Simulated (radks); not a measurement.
The numbers below are computed, except where a source is named.
Removal energies from the praseodymium ion Pr12+, [Kr] 4d10 5s1, by Delta-SCF beside the eigenvalue of the level emptied. Code: a radial shooting solver on a logarithmic mesh with Libxc functionals. Model: scalar-relativistic Kohn-Sham, PBEsol, spin-polarised, spherical densities, finite nucleus; Fermi nuclear charge, rms radius of each element as measured or else 0.836 A^(1/3) + 0.57 fm. Open shells are filled with parallel spins first.

| removed from | final configuration | Delta-SCF (eV) | -eigenvalue (eV) |
|---|---|---|---|
| 5s | [Kr] 4d10 | 218.57 | 210.35 |
| 4d | [Kr] 4d9 5s1 | 328.99 | 314.10 |
| 4p | [Ar] 3d10 4s2 4p5 4d10 5s1 | 436.89 | 421.30 |
| 4s | [Ar] 3d10 4s1 4p6 4d10 5s1 | 512.00 | 495.81 |
